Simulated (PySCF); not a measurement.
In(Me)3 (C₃H₉In), SMILES [CH3][In]([CH3])[CH3]. Atoms are numbered in the order given.

```xyz
13

In    -0.0067     0.0034     0.0045
C     -1.4954    -1.5915    -0.2307
H     -1.1513    -2.2942    -1.0079
H     -2.4676    -1.1843    -0.5466
H     -1.6243    -2.1564     0.7048
C     -0.1423     1.8379    -1.1922
H      0.6538     1.8370    -1.9549
H      0.0078     2.7231    -0.5545
H     -1.1137     1.9207    -1.7012
C      1.6611    -0.2582     1.4074
H      2.0650     0.7110     1.7358
H      2.4705    -0.8149     0.9063
H      1.3473    -0.8384     2.2885
```

Coordinates come from a B3LYP-D3(BJ)/def2-SVP optimisation. The isomer is the one that the SMILES or the coordinates give; other isomers of the formula were not compared. The def2 effective core potentials stand for the cores of In; spin–orbit coupling is left out.

Computed with PySCF 2.14.0 with TDDFT-PBE/def2-SVPD.

Vertical excitations. The molecule is in vacuum.

Computed UV-visible absorptions:
| state | energy (eV) | λ (nm) | f | main pairs |
|---|---|---|---|---|
| S1 | 4.34 | 286 | 0.000 | HOMO→LUMO 100 % |
| S2 | 4.35 | 285 | 0.000 | HOMO−1→LUMO 100 % |
| S3 | 5.26 | 236 | 0.092 | HOMO→LUMO+1 94 % |
| S4 | 5.26 | 236 | 0.096 | HOMO−1→LUMO+1 94 % |
| S5 | 6.48 | 191 | 0.001 | HOMO→LUMO+2 63 %, HOMO−1→LUMO+3 37 % |
| S6 | 6.52 | 190 | 0.049 | HOMO→LUMO+3 46 %, HOMO−1→LUMO+2 44 % |
| S7 | 6.53 | 190 | 0.052 | HOMO−1→LUMO+3 54 %, HOMO→LUMO+2 32 % |
| S8 | 6.57 | 189 | 0.000 | HOMO−1→LUMO+2 49 %, HOMO→LUMO+3 49 % |
| S9 | 7.01 | 177 | 0.071 | HOMO→LUMO+4 71 %, HOMO→LUMO+5 16 % |
| S10 | 7.04 | 176 | 0.088 | HOMO−1→LUMO+4 69 %, HOMO−1→LUMO+5 16 % |
| T1 | 4.11 | 302 | 0 | HOMO→LUMO 100 % |
| T2 | 4.12 | 301 | 0 | HOMO−1→LUMO 100 % |
| T3 | 4.76 | 260 | 0 | HOMO→LUMO+1 98 % |
| T4 | 4.76 | 260 | 0 | HOMO−1→LUMO+1 98 % |
Triplets are in the Tamm–Dancoff approximation, which puts them higher than full response would, so one can lie above its singlet here.
